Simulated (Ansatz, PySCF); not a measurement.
CH₁₁NSi₃, SMILES N([SiH2]C)[SiH2][SiH3]. Atoms are numbered in the order given.

```xyz
16

C     -2.4421     1.0324     0.6646
Si    -2.0816    -0.3954    -0.4973
N     -0.4531    -0.3803    -1.1315
Si     1.0004    -0.9389    -0.3471
Si     2.1927     0.8598     0.5868
H     -3.4737     0.9787     1.0478
H     -2.3173     2.0000     0.1537
H     -1.7563     1.0138     1.5265
H     -3.0215    -0.3398    -1.6605
H     -2.2646    -1.6839     0.2385
H     -0.3149     0.1795    -1.9689
H      1.8857    -1.6777    -1.3040
H      0.5804    -1.8717     0.7438
H      1.3461     1.5396     1.6186
H      3.4755     0.4326     1.2300
H      2.5133     1.8664    -0.4758
```
Charge 0, spin multiplicity 1.

Geometry: PBE0-D3(BJ)/def2-SVP. The structure was generated by enumeration, and PubChem lists no compound with its InChIKey, so it may never have been made. Other conformers were not sampled.

Two levels are set side by side: PBE-D3(BJ)/def2-SVP (Ansatz, a quantum-chemistry and plane-wave program) and PBE0-D3(BJ)/def2-SVP (Ansatz). Each level has its own optimised geometry; the coordinates shown are those of the second. Frequencies come from the Hessian of PySCF at each geometry. Differences are taken from unrounded values.

| quantity | PBE0-D3(BJ) | PBE-D3(BJ) | PBE-D3(BJ) minus PBE0-D3(BJ) |
|---|---|---|---|
| mean bond length (Å) | 1.501 | 1.512 | 0.010 |
| bond C1–Si2 (Å) | 1.876 | 1.888 | 0.012 |
| bond Si2–N3 (Å) | 1.748 | 1.761 | 0.014 |
| bond N3–Si4 (Å) | 1.744 | 1.758 | 0.014 |
| bond Si4–Si5 (Å) | 2.351 | 2.362 | 0.011 |
| bond C1–H6 (Å) | 1.102 | 1.110 | 0.008 |
| bond C1–H7 (Å) | 1.101 | 1.109 | 0.008 |
| bond C1–H8 (Å) | 1.102 | 1.109 | 0.008 |
| bond Si2–H9 (Å) | 1.497 | 1.507 | 0.011 |
| bond Si2–H10 (Å) | 1.495 | 1.505 | 0.010 |
| bond N3–H11 (Å) | 1.017 | 1.026 | 0.009 |
| bond Si4–H12 (Å) | 1.498 | 1.509 | 0.011 |
| bond Si4–H13 (Å) | 1.496 | 1.506 | 0.010 |
| bond Si5–H14 (Å) | 1.498 | 1.509 | 0.011 |
| bond Si5–H15 (Å) | 1.497 | 1.508 | 0.011 |
| bond Si5–H16 (Å) | 1.498 | 1.509 | 0.010 |
| highest harmonic wavenumber (cm⁻¹) | 3619 | 3497 | -121 |
| mean harmonic wavenumber (cm⁻¹) | 1171 | 1134 | -37 |
| zero-point energy (kcal/mol) | 70.31 | 68.09 | -2.22 |

Exact exchange shortens and stiffens bonds; PBE has none. Differences between two approximate levels are no errors against the true value.
